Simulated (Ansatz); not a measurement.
# SiH4 ··· H2Te

The pair of SiH4 (SMILES [SiH4], atoms 1–5) and H2Te (SMILES [TeH2], atoms 6–8), both closed shells, in one local arrangement (a lower one may exist), relaxed at PBE0-D4/def2-TZVP:

| atom | x (Å) | y (Å) | z (Å) |
| --- | --- | --- | --- |
| Si1 | -0.0281 | -0.2060 | -1.4980 |
| H2 | -1.1111 | 0.5143 | -0.7828 |
| H3 | -0.3548 | -0.2524 | -2.9487 |
| H4 | 0.0819 | -1.5927 | -0.9814 |
| H5 | 1.2598 | 0.5076 | -1.3135 |
| Te6 | 0.7403 | -0.0171 | 2.4905 |
| H7 | -0.8303 | -0.5109 | 2.6637 |
| H8 | 0.2424 | 1.5571 | 2.3702 |

Ansatz 0.2.0; basis: def2-TZVPPD, with def2-QZVPPD for the basis limit; cores frozen in the correlated methods. Filled d shells of the heavier atoms are correlated. Core potentials replace the inner electrons of the atoms past krypton. The def2 sets are not built for correlating such inner shells, so the correlated values are less sure here. Extrapolation: Hartree–Fock as exp(−7.88 √X), correlation as X^−2.97. Interaction energies count from these two fragments, frozen as in the pair, with the counterpoise correction; negative means bound.

What is the interaction energy by CCSD(T) at an estimated basis limit (MP2 extrapolated from triple and quadruple zeta, plus CCSD(T) − MP2 in triple zeta)? (An estimate is asked for; the value comes from the calculation.)

Computed: -4.9 kJ/mol. Hartree–Fock alone gives 4.3 kJ/mol at the basis limit, so without correlation the pair would not bind at this distance. Plain CCSD(T) in triple zeta gives -3.4 kJ/mol; the step to the limit is large here, so the limit is uncertain. It counts from the two fragments frozen as in the pair.

Basis-set superposition shift (counterpoise-corrected less uncorrected): CCSD(T) 2.4; MP2 2.4; HF 0.1; PBE0-D4 0.1; wB97M-V 0.2 kJ/mol.

The T1 diagnostic stays at or below 0.011.

For scale, one of the runs: CCSD(T)/def2-TZVPPD, 209 basis functions, launched by `ansatz run in.yaml --threads 4 --pin off --events-out ev --progress --plain --max-ram 9574MiB`. Time: 52 s of wall clock on 4 CPU threads of an Arm Neoverse V1; the host was shared. Peak host memory: 2.9 GiB.
